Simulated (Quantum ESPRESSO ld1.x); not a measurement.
Problem. Coherent X-ray form factor from a spherical all-electron density. All-electron calculation, scalar-relativistic Kohn-Sham, LDA (Slater exchange, VWN5 correlation), spin-polarised, spherical densities, point nucleus. Program: ld1.x of Quantum ESPRESSO 7.5.

sin(theta)/lambda (1/angstrom)  f0 (electrons)
0.05                                    31.690
0.1                                     30.813
0.15                                    29.504
0.2                                     27.934
0.25                                    26.265
0.3                                     24.611
0.4                                     21.566
0.5                                     18.907
0.6                                     16.549
0.8                                     12.600
1                                        9.751
1.25                                     7.579
1.5                                      6.387
2                                        5.052

The species is in the configuration that NIST lists as its ground one. Which atom or ion scatters so?

Solution. The krypton ion Kr4+, [Ar] 3d10 4s2 4p2. Extrapolating in s^2 from the first two rows gives f0(0) = 32.0, near the electron count 32; among species with that count, the fall with angle is slower the higher Z, and the table is that of Z = 36; from so few rows the species is fixed only to a neighbour or two.
